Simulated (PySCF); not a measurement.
**C₆ coefficients of unlike pairs at TPSS**

Calculated with PySCF 2.14 from the dipole response of each species, C₆(A,B) = (3/π) ∫ α_A(iu) α_B(iu) du, in atomic units, from isotropic polarisabilities. For ions this is the dispersion term alone; charge-induced terms of lower order in 1/R come first.

| species | configuration | basis | relativity | α (bohr³) | C₆ (like pair) |
| --- | --- | --- | --- | --- | --- |
| Hf³⁺ | [Xe] 4f14 5d1 (2D) | aug-cc-pVTZ-PP with ECP60MDF (6s6p5d3f2g) | core potential | 6.361 | 25.49 |
| Xe | [Xe] (1S) | aug-cc-pVTZ-DK3 (8s7p5d2f) | spin-free X2C | 28.16 | 300.7 |
| N²⁺ | [He] 2s2 2p1 (2P) | aug-cc-pV5Z (7s6p5d4f3g2h) | none | 2.619 | 3.784 |
| O³⁺ | [He] 2s2 2p1 (2P) | aug-cc-pV5Z (7s6p5d4f3g2h) | none | 1.372 | 1.305 |

Question: Estimate C₆ for N²⁺ with Xe.

Answer: The integral gives 33.10. The combination rule 2 C_A C_B / (C_A α_B/α_A + C_B α_A/α_B) gives 33.15 and the geometric mean 33.73.

No spin-orbit coupling is included.

The other pairs:

```json
{"pair": "O³⁺, Hf³⁺", "C₆": "5.761"}
{"pair": "N²⁺, Hf³⁺", "C₆": "9.751"}
{"pair": "Xe, Hf³⁺", "C₆": "83.52"}
{"pair": "O³⁺, N²⁺", "C₆": "2.208"}
{"pair": "O³⁺, Xe", "C₆": "18.91"}
```
